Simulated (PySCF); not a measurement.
C₄H₅P₃S.
Structure used (PBE0-D3(BJ)/def2-SVP), in Å, numbered top down from 1:
```xyz
13
C4H5P3S angstrom
C      2.8312    0.3648    0.0056
S      1.8501   -1.0864   -0.4040
C      0.1876   -0.5753   -0.1835
P     -0.9064   -1.9099   -0.5595
C     -2.5023   -1.3242   -0.3168
P     -3.2156    0.1788    0.1806
C     -1.8603    1.2130    0.4465
P     -0.1414    1.0704    0.3314
H      2.6619    0.6886    1.0430
H      2.6218    1.2021   -0.6766
H      3.8765    0.0469   -0.1130
H     -3.2471   -2.1039   -0.5322
H     -2.1482    2.2235    0.7691
```

The closed-shell ground state was solved at several levels (PySCF, density fitting, gas phase, non-relativistic).

| level | basis functions | HOMO (eV) | LUMO (eV) | gap (eV) | dipole (D) |
| --- | --- | --- | --- | --- | --- |
| PBE0/pcSseg-1 | 189 | -6.40 | -2.51 | 3.89 | 1.71 |
| CAM-B3LYP/def2-SVPD | 219 | -7.36 | -1.49 | 5.87 | 1.53 |

Q: What might KT3/pcSseg-1 (189 basis functions) give for the same quantities?

A: HOMO -5.56 eV, LUMO -3.12 eV, gap 2.44 eV, dipole 1.80 D.

Q: Over all these levels, which gives the widest orbital gap and which the narrowest?

A: CAM-B3LYP/def2-SVPD (range-separated hybrid) has the widest, 5.87 eV, and KT3/pcSseg-1 (GGA) the narrowest, 2.44 eV. Functional and basis both differ between the two, so the spread mixes both effects.

Q: How far do the dipole and the HOMO energy spread over the levels?

A: The dipole runs from 1.53 to 1.80 D (mean 1.68 D) and the HOMO from -7.36 to -5.56 eV.

One conformer stands for the species.
